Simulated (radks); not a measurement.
Problem. Radial electron density D(r) = 4 pi r^2 rho(r) of an atom or ion with 35 electrons. Calculated with a radial shooting solver on a logarithmic mesh with Libxc functionals: scalar-relativistic Kohn-Sham, LB94 model potential, spin-polarised, spherical densities, finite nucleus; Fermi nuclear charge, rms radius of each element as measured or else 0.836 A^(1/3) + 0.57 fm.

```
   r/bohr * D(r) (the largest magnitude, 65.5, reaches the edge; | marks zero)
 0.003761 |      *
 0.004274 |       *
 0.004858 |         *
 0.005521 |           *
 0.006275 |              *
 0.007132 |                 *
 0.008106 |                    *
  0.00914 |                       *
  0.01039 |                          *
  0.01181 |                              *
  0.01342 |                                  *
  0.01525 |                                     *
  0.01733 |                                        *
   0.0197 |                                          *
  0.02239 |                                           *
  0.02545 |                                            *
  0.02892 |                                           *
  0.03287 |                                         *
  0.03706 |                                        *
  0.04212 |                                      *
  0.04788 |                                     *
  0.05441 |                                     *
  0.06185 |                                       *
  0.07029 |                                           *
  0.07989 |                                               *
   0.0908 |                                                    *
   0.1032 |                                                      *
   0.1173 |                                                      *
   0.1322 |                                                   *
   0.1503 |                                             *
   0.1708 |                                       *
   0.1942 |                                   *
   0.2207 |                                 *
   0.2508 |                                   *
    0.285 |                                      *
    0.324 |                                         *
   0.3682 |                                        *
   0.4185 |                                    *
   0.4756 |                             *
   0.5363 |                     *
   0.6095 |               *
   0.6927 |          *
   0.7873 |        *
   0.8948 |       *
    1.017 |       *
    1.156 |      *
    1.314 |    *
    1.493 |  *
    1.697 | *
    1.913 |*
    2.175 *
    2.472 *
    2.809 *
    3.193 *
    3.629 *
```

What is the nuclear charge?

Solution. Z = 42. The innermost maximum, from 1s, lies near gamma/Z bohr with gamma = sqrt(1 - (Z/c)^2) = 0.952, here 0.0227 bohr (found: 0.0248), and its height grows with Z. The density is that of the molybdenum ion Mo7+ in [Ar] 3d10 4s2 4p5; the configuration itself is not fixed sharply by these data, and Z only to a few units. D(r) has 3 maxima, at r = 0.0248, 0.109, 0.343 bohr, and minima at 0.0494, 0.221 bohr, inside which lie 2.03, 11.15 electrons.
